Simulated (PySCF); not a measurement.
**Electronic absorption of C2H6O2Si**

Species: C2H6O2Si.
Structure used (PBE0-D3(BJ)/def2-SVP), in Å, numbered top down from 1:
```xyz
11
C2H6O2Si angstrom
C     -2.0029   -0.1161    0.4330
O     -0.7032   -0.4721   -0.0216
C      0.2863    0.3555    0.3339
O      0.1169    1.3476    0.9950
Si     2.0261   -0.1720   -0.3011
H     -2.6836   -0.8854    0.0516
H     -2.2919    0.8745    0.0522
H     -2.0364   -0.0862    1.5321
H      2.8849   -0.3683    0.9011
H      2.5468    0.9601   -1.1186
H      1.9785   -1.4205   -1.1135
```

Method used: TDDFT PBE0/def2-SVPD, vertical, gas phase, core orbitals frozen in the response in PySCF 2.14.0, density-fitted response routines.

| state | E (eV) | E (hartree) | f | \|μ\| (D) | main configurations (H = HOMO, L = LUMO) |
| --- | --- | --- | --- | --- | --- |
| S1 | 5.11 | 0.1879 | 0.0031 | 0.40 | H→L (97%) |
| S2 | 7.13 | 0.2621 | 0.0045 | 0.41 | H→L+1 (82%), H-1→L (16%) |
| S3 | 7.37 | 0.2708 | 0.044 | 1.25 | H-1→L (57%), H→L+1 (15%), H→L+4 (15%) |
| S4 | 7.60 | 0.2794 | 0.166 | 2.40 | H→L+2 (85%) |
| S5 | 7.62 | 0.2801 | 0.0034 | 0.34 | H-2→L (65%), H-4→L (30%) |
| S6 | 7.83 | 0.2878 | 0.026 | 0.94 | H→L+3 (75%), H-1→L (9%) |

The lowest singlet comes at 242 nm (493 kJ/mol) in the ultraviolet; it is very weak; its leading configuration is HOMO→LUMO (97%). The most intense listed level is S4 at 7.60 eV (163 nm, f = 0.166), 2.49 eV above S1. Löwdin shares by element: HOMO oxygen 65%, carbon 14% or more, silicon 12%; LUMO oxygen 39%, carbon 33% or more, silicon 17%. Weighted by f, the mean energy of these states is 7.55 eV. Of the 6 states listed, 3 reach f = 0.01 and none stays under 0.0005. Orbital energies (eV): HOMO-3 -9.96, HOMO-2 -9.91, HOMO-1 -9.09, HOMO -7.92, LUMO -0.75, LUMO+1 0.39, LUMO+2 0.69. Singlets were solved by full linear response.

Time: 12 s of wall time; peak memory 0.69 GiB. Hardware: one thread of an AMD EPYC 7R43, shared host.

One conformer stands for the species.
